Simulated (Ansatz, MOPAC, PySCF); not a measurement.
Torsion H3–Si1–S2–H4 in H2SSi (SMILES [SiH]S); at each angle all else is relaxed with GFN2-xTB, and the levels are single points there.
Geometry at 180° (charge 0, multiplicity 1):
```tsv
atom	x (Å)	y (Å)	z (Å)
Si	0.9916	0.6971	-0.4429
S	-0.9870	0.4653	0.4142
H	1.4963	-0.5077	0.2472
H	-1.5323	1.5298	-0.1608
```

On the grid 0° to 330°, 90° is the highest and 180° the lowest point at CCSD(T)/CBS(cc-pV(T+d)Z, cc-pV(Q+d)Z).

Cores are frozen in the correlated methods. CBS: X⁻³ extrapolation of the correlation energy, Hartree–Fock from the larger set. Rows in 3-21G, 6-311+G**, 6-31G*, LANL2DZ carry no dispersion term and start afresh at each structure (6-31G* with six Cartesian d functions). MP2/6-31G* freezes PySCF's default core. LANL2DZ brings its own core potentials from Na on. The state that AM1 reach isn't checked.

The values were computed with Ansatz (a program for electronic structure); MOPAC for AM1 (differences of heats of formation); PySCF for 3-21G rows, 6-311+G** rows, 6-31G* rows, LANL2DZ rows, the dispersion terms. 

Other levels give for the energy at 90° less that at 180°: PBE/def2-TZVPP 857.2; B3LYP/def2-TZVPP 809.9; B3LYP-D3(BJ)/def2-TZVPP 809.7; wB97M-V/def2-TZVPP 782.3; CCSD(T)/CBS(cc-pV(T+d)Z, cc-pV(Q+d)Z) 764.4 meV.

Common cheap choices:

```tsv
level	energy at 90° less that at 180° (meV)	less 764.4 (CCSD(T)/CBS(cc-pV(T+d)Z, cc-pV(Q+d)Z))
AM1	525.0	-239.4
HF/6-31G*	747.1	-17.2
BP86/6-31G*	915.9	151.5
B3LYP/3-21G	871.5	107.1
B3LYP/6-31G*	865.0	100.6
B3LYP/6-311+G**	826.0	61.6
B3LYP/LANL2DZ	886.1	121.7
MP2/6-31G*	875.8	111.4
```
